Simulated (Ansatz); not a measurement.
Stepwise reaction of `N[SiH2][SiH](N)F` with water, as a gas-phase model of exchange steps in deposition or etching. ΔE in kJ/mol.

Computed with Ansatz on PBE0-D4/def2-TZVP structures; ΔE is electronic, products minus reactants. CCSD(T)/CBS is the MP2 limit (def2-TZVPP, def2-QZVPP) plus CCSD(T) − MP2 in def2-TZVPP, frozen cores. This one scheme is used for every species. Functionals use def2-TZVPP. B3LYP here is the variant with VWN-RPA as its local correlation; programs differ in this. One conformer a species, not always the lowest.

```
step                                             reaction  PBE-D4  B3LYP-D4  ωB97M-V  CCSD(T)/CBS
   1  `N[SiH2][SiH](N)F` + H₂O → `N[SiH](F)[SiH2]O` + NH₃   -36.3     -39.0    -38.0        -36.3
```

(1) Give the row of step 2, `N[SiH](F)[SiH2]O` + H₂O → `O[SiH2][SiH](O)F` + NH₃. (An estimate is asked.)

(2) By hand: ΔE of the 2 steps together at CCSD(T)/CBS.

Answers

(1) Computed: 
| step | reaction | PBE-D4 | B3LYP-D4 | ωB97M-V | CCSD(T)/CBS |
| --- | --- | --- | --- | --- | --- |
| 2 | `N[SiH](F)[SiH2]O` + H₂O → `O[SiH2][SiH](O)F` + NH₃ | -37.7 | -42.1 | -42.0 | -40.1 |

(2) (-36.3) + (-40.1) = -76.4 kJ/mol, or -38.2 kJ/mol a step.

In ΔE the steps differ by no more than 3.8 kJ/mol. All are downhill at CCSD(T)/CBS. PBE-D4 differs from CCSD(T)/CBS by 0.0 to 2.4 kJ/mol a step. Only this route is followed, and other bonds may react first. Isolated molecules leave out the surface, adducts and barriers. Largest T1 diagnostic: 0.012.
